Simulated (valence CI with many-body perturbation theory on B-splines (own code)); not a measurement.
# E1 line list for Os⁴⁵⁺

Calculated by relativistic CI+MBPT: three valence electrons over a frozen Dirac-Fock core [Ar] 3d10, radial functions for each j: 11 s, 11 p, 10 d, 8 f, 5 g, 2 h, with the one-electron correlation potential Σ1, the two-electron term Σ2, the three-electron term Σ3, Breit, model QED; selected CI, second order for the rest, scaled by the run's own slope (own B-spline code, finite nucleus).

No measured spectrum was set against this ion. As an estimate, large intervals hold to a few tenths of a per cent, small ones and those within an open d or f shell to about a per cent.

Lines 51 to 100 of 534 in falling wavelength, among levels below 888.07 eV, chosen from the strongest by gf and those to the six lowest levels. Wavelengths and rates use the calculated energies. Electric multipoles are in the length gauge, E1 and E2 with the static RPA response of the core. Weak lines are less certain than strong ones. Lines between different terms over intervals too small for the method are left out, as are lines whose strength nearly cancels. The highest levels of a list are the least certain.

Levels are named by their leading jj configuration (3d3/2^4 stands for four electrons in 3d with j = 3/2), which in mixed levels can hold well under half, so a name can repeat and another be missing. Letters in brackets count levels of one name in rising energy.

| λ vac (nm) | Upper | Lower | A (s⁻¹) | S (a.u.) with core polarisation | S without |
| --- | --- | --- | --- | --- | --- |
| 7.802 | (4s 4p1/2 4d3/2) J=5/2 | (4s 4p1/2 4p3/2) J=5/2 | 2.40e+10 | 3.38e-02 | 3.57e-02 |
| 7.742 | (4s 4p1/2 4d3/2) J=1/2 | (4s 4p1/2 4p3/2) J=3/2 [b] | 3.15e+09 | 1.44e-03 | 1.52e-03 |
| 7.739 | (4s 4p1/2 4d3/2) J=3/2 [a] | (4s 4p1/2 4p3/2) J=3/2 [a] | 6.28e+09 | 5.75e-03 | 6.07e-03 |
| 7.680 | (4s 4p1/2 4d3/2) J=3/2 [b] | (4s 4p1/2 4p3/2) J=3/2 [b] | 1.23e+10 | 1.10e-02 | 1.17e-02 |
| 7.394 | (4s 4p1/2 4d3/2) J=5/2 | (4s 4p1/2 4p3/2) J=3/2 [a] | 1.97e+09 | 2.35e-03 | 2.48e-03 |
| 7.378 | (4s^2 4d3/2) J=3/2 | (4s^2 4p3/2) J=3/2 | 6.01e+09 | 4.76e-03 | 5.00e-03 |
| 7.354 | (4s 4d5/2 4f7/2) J=11/2 [a] | (4s 4d5/2^2) J=9/2 [b] | 4.38e+10 | 1.03e-01 | 1.08e-01 |
| 7.235 | (4s 4p1/2 4d5/2) J=5/2 [a] | (4s 4p1/2 4p3/2) J=3/2 [b] | 3.35e+09 | 3.76e-03 | 3.95e-03 |
| 7.163 | (4s 4d5/2 4f7/2) J=7/2 [b] | (4s 4p3/2 4f7/2) J=5/2 [b] | 9.81e+10 | 1.42e-01 | 1.50e-01 |
| 7.135 | (4s 4p1/2 4d3/2) J=3/2 [b] | (4s 4p1/2 4p3/2) J=5/2 | 1.58e+09 | 1.13e-03 | 1.18e-03 |
| 7.116 | (4s 4d5/2 4f7/2) J=11/2 [a] | (4s 4p3/2 4f7/2) J=9/2 [b] | 1.14e+11 | 2.44e-01 | 2.57e-01 |
| 7.014 | (4s 4d5/2 4f7/2) J=7/2 [a] | (4s 4d5/2^2) J=5/2 | 5.13e+10 | 6.98e-02 | 7.34e-02 |
| 6.989 | (4s 4d5/2 4f5/2) J=7/2 [b] | (4s 4p3/2 4f5/2) J=5/2 [b] | 5.46e+10 | 7.36e-02 | 7.76e-02 |
| 6.982 | (4s 4d5/2 4f7/2) J=11/2 [b] | (4s 4d5/2^2) J=9/2 [b] | 2.64e+11 | 5.31e-01 | 5.59e-01 |
| 6.981 | (4s 4p1/2 4f7/2) J=5/2 | (4s 4p1/2 4d5/2) J=3/2 | 7.42e+10 | 7.47e-02 | 7.85e-02 |
| 6.980 | (4s 4d5/2 4f7/2) J=7/2 [a] | (4s 4p3/2 4f7/2) J=7/2 [b] | 5.77e+10 | 7.74e-02 | 8.14e-02 |
| 6.958 | (4s 4p1/2 4f7/2) J=7/2 [b] | (4s 4p1/2 4d5/2) J=5/2 [b] | 9.07e+10 | 1.21e-01 | 1.26e-01 |
| 6.939 | (4s 4p3/2 4f7/2) J=9/2 [b] | (4s 4p3/2 4d5/2) J=7/2 [b] | 6.83e+10 | 1.13e-01 | 1.18e-01 |
| 6.895 | (4s^2 4f7/2) J=7/2 | (4s^2 4d5/2) J=5/2 | 5.93e+10 | 7.67e-02 | 8.02e-02 |
| 6.889 | (4s 4p3/2 4f7/2) J=5/2 [a] | (4s 4p3/2 4d5/2) J=3/2 [a] | 7.34e+10 | 7.11e-02 | 7.46e-02 |
| 6.871 | (4p1/2 4p3/2 4d5/2) J=5/2 [a] | (4p1/2 4p3/2^2) J=5/2 | 1.06e+11 | 1.02e-01 | 1.07e-01 |
| 6.856 | (4p1/2 4p3/2 4d3/2) J=5/2 [a] | (4s 4p1/2 4d5/2) J=3/2 | 9.24e+10 | 8.82e-02 | 9.27e-02 |
| 6.852 | (4s 4p1/2 4d5/2) J=3/2 | (4s 4p1/2 4p3/2) J=1/2 | 1.21e+11 | 7.67e-02 | 8.08e-02 |
| 6.852 | (4s 4d3/2 4f7/2) J=7/2 [a] | (4s 4d3/2 4d5/2) J=5/2 [a] | 9.92e+10 | 1.26e-01 | 1.32e-01 |
| 6.840 | (4s 4p1/2 4d3/2) J=1/2 | (4s 4p1/2 4p3/2) J=3/2 [a] | 9.46e+09 | 2.99e-03 | 3.16e-03 |
| 6.832 | (4p1/2 4p3/2 4f7/2) J=9/2 [a] | (4p1/2 4p3/2 4d5/2) J=9/2 | 5.13e+10 | 8.07e-02 | 8.48e-02 |
| 6.823 | (4s 4p1/2 4f7/2) J=7/2 [a] | (4s 4p1/2 4d5/2) J=5/2 [a] | 1.44e+11 | 1.80e-01 | 1.89e-01 |
| 6.822 | (4s 4d5/2 4f7/2) J=5/2 | (4s 4d5/2^2) J=5/2 | 1.55e+11 | 1.46e-01 | 1.53e-01 |
| 6.808 | (4s 4d3/2 4f7/2) J=5/2 [a] | (4s 4d3/2 4d5/2) J=3/2 [a] | 1.08e+11 | 1.01e-01 | 1.06e-01 |
| 6.801 | (4s 4d5/2 4f5/2) J=11/2 | (4s 4d5/2^2) J=9/2 [a] | 2.06e+11 | 3.84e-01 | 4.04e-01 |
| 6.801 | (4s 4p3/2 4f7/2) J=7/2 [c] | (4s 4p3/2 4d5/2) J=5/2 [b] | 3.23e+11 | 4.02e-01 | 4.23e-01 |
| 6.795 | (4p1/2 4p3/2 4f7/2) J=7/2 [a] | (4p1/2 4p3/2 4d5/2) J=7/2 [a] | 1.05e+11 | 1.30e-01 | 1.37e-01 |
| 6.794 | (4s 4d5/2^2) J=3/2 | (4s 4p3/2 4d5/2) J=3/2 [b] | 1.19e+11 | 7.38e-02 | 7.78e-02 |
| 6.793 | (4s 4d3/2 4f7/2) J=5/2 [b] | (4s 4d3/2 4d5/2) J=3/2 [b] | 8.79e+10 | 8.16e-02 | 8.57e-02 |
| 6.792 | (4s 4p1/2 4d3/2) J=3/2 [b] | (4s 4p1/2 4p3/2) J=3/2 [a] | 2.13e+10 | 1.32e-02 | 1.39e-02 |
| 6.789 | (4s 4p1/2 4d5/2) J=5/2 [b] | (4s 4p1/2 4p3/2) J=3/2 [b] | 1.41e+11 | 1.30e-01 | 1.37e-01 |
| 6.786 | (4p1/2 4d3/2 4d5/2) J=5/2 [b] | (4p1/2 4p3/2 4d3/2) J=3/2 [b] | 6.71e+10 | 6.21e-02 | 6.55e-02 |
| 6.785 | (4s 4p3/2 4f7/2) J=5/2 [b] | (4s 4p3/2 4d5/2) J=3/2 [b] | 1.86e+11 | 1.72e-01 | 1.81e-01 |
| 6.780 | (4p1/2^2 4f7/2) J=7/2 | (4p1/2^2 4d5/2) J=5/2 | 1.69e+11 | 2.08e-01 | 2.18e-01 |
| 6.779 | (4p1/2 4p3/2 4f7/2) J=7/2 [b] | (4p1/2 4p3/2 4d5/2) J=5/2 [a] | 8.72e+10 | 1.07e-01 | 1.12e-01 |
| 6.770 | (4s 4d3/2 4f7/2) J=11/2 | (4s 4d3/2 4d5/2) J=9/2 | 1.23e+11 | 2.26e-01 | 2.38e-01 |
| 6.770 | (4s 4p1/2 4f7/2) J=9/2 | (4s 4p1/2 4d5/2) J=7/2 | 1.34e+11 | 2.06e-01 | 2.15e-01 |
| 6.767 | (4s 4d5/2 4f7/2) J=11/2 [b] | (4s 4p3/2 4f7/2) J=9/2 [b] | 5.76e+10 | 1.06e-01 | 1.12e-01 |
| 6.765 | (4s 4d3/2 4f7/2) J=9/2 [b] | (4s 4d3/2 4d5/2) J=7/2 [b] | 9.98e+10 | 1.52e-01 | 1.60e-01 |
| 6.760 | (4s 4p1/2 4d5/2) J=3/2 | (4s 4p1/2 4p3/2) J=3/2 [b] | 4.57e+10 | 2.79e-02 | 2.94e-02 |
| 6.749 | (4s 4p1/2 4d5/2) J=5/2 [a] | (4s 4p1/2 4p3/2) J=5/2 | 8.09e+09 | 7.37e-03 | 7.78e-03 |
| 6.738 | (4p1/2 4p3/2 4f7/2) J=5/2 [b] | (4p1/2 4p3/2 4d5/2) J=3/2 [b] | 3.13e+11 | 2.83e-01 | 2.98e-01 |
| 6.731 | (4s 4d3/2 4f7/2) J=9/2 [a] | (4s 4d3/2 4d5/2) J=7/2 [a] | 1.33e+11 | 2.01e-01 | 2.11e-01 |
| 6.728 | (4s 4d5/2^2) J=9/2 [b] | (4s 4p3/2 4d5/2) J=7/2 [b] | 1.69e+11 | 2.54e-01 | 2.67e-01 |
| 6.727 | (4s 4d3/2 4f7/2) J=3/2 | (4s 4d3/2 4d5/2) J=3/2 [b] | 1.10e+11 | 6.60e-02 | 6.95e-02 |
